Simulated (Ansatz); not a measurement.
The cluster PtSe₂, relaxed as a singlet with RKS PBE0-D4/def2-TZVP in Ansatz, starting from the GFN2-xTB geometry. Force threshold 0.02 eV/Å.

In the def2 sets Pt takes a core potential; there is no spin–orbit coupling. The restricted singlet is unstable: a solution with broken spin symmetry lies lower. The relaxation made no stability test and no search for a lower SCF solution. The structure comes from a short search, and lower isomers may exist.

Start:

Cartesian coordinates in Å:
```
Pt -0.005 0.000 -0.011
Se -1.201 -1.717 0.484
Se 1.207 1.717 -0.473
```

Task: Estimate the energy that the relaxation releases and the steps that it takes.

Result: 0.9 kcal/mol, in 4 steps; 8 s on 4 threads of Arm Neoverse V2 on a shared host. No frequencies were taken in this run, so the end may be a saddle point.

Task: Does the start keep its bonding and symmetry?

Result: By distances, no bond broke or formed. The bond that changes most is Pt1–Se2, from 2.15 to 2.19 Å (atoms count from 1). Point group D∞h at the start, D∞h at the end, both within 0.05 Å.

Task: Predict the relaxed structure.

Result: 
Cartesian coordinates in Å:
```
Pt -0.0026 0.0003 -0.0054
Se -1.2224 -1.7452 0.4890
Se 1.2250 1.7449 -0.4836
```
Bond lengths: 2 × Pt–Se 2.19 Å.
